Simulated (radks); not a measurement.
Results of a calculation; reference values are marked as such.
All-electron atom: K5+ in [Ne] 3s2 3p2.

Level of theory: scalar-relativistic Kohn-Sham, BLYP, spin-polarised, spherical densities, finite nucleus; open shells are filled with parallel spins first; Fermi nuclear charge, rms radius 3.4349 fm (a radial shooting solver on a logarithmic mesh with Libxc functionals).

Energy parts (eV):
| part | energy |
|---|---|
| total | -16165.735 |
| kinetic | 16267.876 |
| electron-nucleus | -37292.308 |
| Hartree | 5708.203 |
| exchange-correlation | -849.506 |

Orbitals (lengths in bohr, moments of r in powers of bohr; r(max) is where P^2 peaks):
| orbital | occ. | eigenvalue (eV) | r(max) |
|---|---|---|---|
| 1s up | 1 | -3614.581 | 0.05302 |
| 1s down | 1 | -3613.899 | 0.05301 |
| 2s up | 1 | -439.5809 | 0.3174 |
| 2s down | 1 | -438.9736 | 0.3176 |
| 2p up | 3 | -367.1565 | 0.2614 |
| 2p down | 3 | -366.2976 | 0.2617 |
| 3s up | 1 | -109.0078 | 1.019 |
| 3s down | 1 | -105.1509 | 1.018 |
| 3p up | 2 | -90.5130 | 1.052 |
| 3p down | 0 | -86.8024 | 1.052 |

The highest occupied level is 3p up at -90.513 eV. Spin moment in Bohr magnetons: 2. For comparison, the ionisation energy in NIST's Atomic Spectra Database is 99.4 eV (semi-empirical). In exact Kohn-Sham theory the highest level is minus the ionisation energy, but local and semilocal functionals leave it too shallow, through self-interaction and a potential that decays too fast; potentials with the right tail come closer.
